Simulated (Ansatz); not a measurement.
Species: C₈H₁₅B, SMILES `B[C@H]1CC[C@H](C=C)CC1` (charge 0, multiplicity 1), formula C$_{8}$H$_{15}$B.

Problem. How many basis functions does frozen-core CCSD(T)/cc-pVDZ // PBE-D3(BJ)/def2-SVP in Ansatz (a quantum-chemistry and plane-wave program) use, how many core orbitals are frozen, and how many electrons are correlated?

Solution. 201 basis functions and 9 frozen orbitals, which leaves 50 correlated electrons. Core time is of the order of minutes.
